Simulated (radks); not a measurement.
Results of a calculation; reference values are marked as such.
Gd X, configuration [Kr] 4d10 4f5 5s2 5p1 6d1 (not the ground configuration).

Code: a radial shooting solver on a logarithmic mesh with Libxc functionals. Model: scalar-relativistic Kohn-Sham, r2SCAN, spin-unpolarised, spherical densities, finite nucleus; meta-GGA in the generalised Kohn-Sham scheme; Fermi nuclear charge, rms radius 5.1569 fm.

Energy parts (hartree):
| part | energy |
|---|---|
| total | -11245.8504 |
| kinetic | 12076.8445 |
| electron-nucleus | -27116.3696 |
| Hartree | 4036.9280 |
| exchange-correlation | -243.2533 |

Orbitals (lengths in bohr, moments of r in powers of bohr; <r^-3> diverges for s and p1/2):
orbital  occ.  eigenvalue (hartree)  <r^-3>      <r>
1s          2             -1849.648       -  0.02191
2s          2             -311.0916       -  0.09326
2p          6             -277.3664   11430  0.08237
3s          2             -73.81869       -   0.2439
3p          6             -63.31503    2407   0.2427
3d         10             -49.44934   323.3   0.2211
4s          2             -19.54825       -   0.5500
4p          6             -16.04291   542.0   0.5800
4d         10             -11.16344   62.39   0.6233
5s          2              -6.71066       -    1.188
4f          5              -5.78769   10.10   0.7170
5p          1              -5.64559   117.0    1.297
6d          1              -2.35441   4.486    2.794

The highest occupied level is 6d at -64.067 eV. The density falls to 0.001 e/bohr^3 at r = 3.90 bohr. Summed over all electrons, <r^2> = 25.44 bohr^2, which gives a Langevin (diamagnetic) susceptibility term of -20.2 x 10^-6 cm^3/mol.
